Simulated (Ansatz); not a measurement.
`O[SiH](I)[SiH2]F` + `N[Si](F)(Cl)Cl` → `F[SiH2]N[Si](F)(Cl)Cl` + `O[SiH2]I`  (cleavage of the Si–Si bond)

Gas-phase electronic energies from Ansatz, PBE0-D4/def2-TZVP geometries. CCSD(T)/CBS adds triple-zeta CCSD(T) − MP2 to the extrapolated MP2 energy (def2 sets, frozen cores). DFT in def2-TZVPP. Elements past krypton have def2 core potentials. For I outer-core shells are correlated without core-valence functions, which leaves a few kJ/mol of doubt a bond. One conformer a species, not always the lowest.

```csv
level,ΔE (kJ/mol)
PBE-D4,-64.7
PBE,-64.5
PBE0,-71.1
HF/CBS(def2),-99.1
```

What does CCSD(T)/CBS give? (Best estimate.)

The calculation gave: -85.3 kJ/mol. The listed levels differ from it by 20.6, 20.8, 14.2, -13.8 kJ/mol.

Largest T1 diagnostic among the species: 0.011.

From PBE to PBE0 (25 % exact exchange), in def2-TZVPP and without D4, ΔE moves by −6.6 kJ/mol. In def2-TZVPP, CCSD(T) changes the Hartree–Fock value by +9.2 kJ/mol (the triples alone add +1.1 kJ/mol) and MP2 by +3.3 kJ/mol.
